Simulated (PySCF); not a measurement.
A GIAO shielding run with PySCF (density fitting, non-relativistic, gas phase) on SMILES [SiH3]OC1=CCC1, C₄H₈OSi:

```
$ OMP_NUM_THREADS=1 python probes_run.py task.json out

{"job": {"kind": "nmr", "xc": "B97-2", "basis": "pcSseg-1", "pop": false}, "charge": 0, "multiplicity": 1}
Si     2.392468    -0.136211     0.452343
O      0.914253     0.656385     0.271708
C     -0.259979     0.018995     0.206050
C     -0.683087    -1.258549     0.265201
C     -2.129688    -0.849853     0.085900
C     -1.619868     0.622693     0.020243
H      2.608850    -1.073210    -0.689084
H      2.408141    -0.901842     1.733347
H      3.419324     0.936556     0.461753
H     -0.193013    -2.226078     0.391537
H     -2.798294    -1.059308     0.937434
H     -2.617473    -1.201179    -0.838718
H     -1.963395     1.276844     0.837747
H     -1.783104     1.135538    -0.941391
```

Hardware: 1 thread of an Arm Neoverse V1, shared host. The job also computes ring-centre shieldings.

Q: How large is the calculation?

A: 54 electrons, 149 basis functions and 794 auxiliary functions.

Q: How long does it take, and how much memory does it need?

A: 16 s of wall time, with 13 SCF cycles and 4 response iterations; peak memory 0.85 GiB. Times on a shared host scatter by some tens of per cent.

Q: And these other runs on the same molecule and hardware: GIAO shielding at B3LYP/pcSseg-1; GIAO shielding at B97-D/pcSseg-1; GIAO shielding at BLYP/pcSseg-1; GIAO shielding at BP86/pcSseg-1; GIAO shielding at HF/pcSseg-1; GIAO shielding at KT2/pcSseg-1?

A: B3LYP/pcSseg-1: 149 functions, 19 s; B97-D/pcSseg-1: 149 functions, 26 s; BLYP/pcSseg-1: 149 functions, 25 s; BP86/pcSseg-1: 149 functions, 25 s; HF/pcSseg-1: 149 functions, 11 s; KT2/pcSseg-1: 149 functions, 25 s.
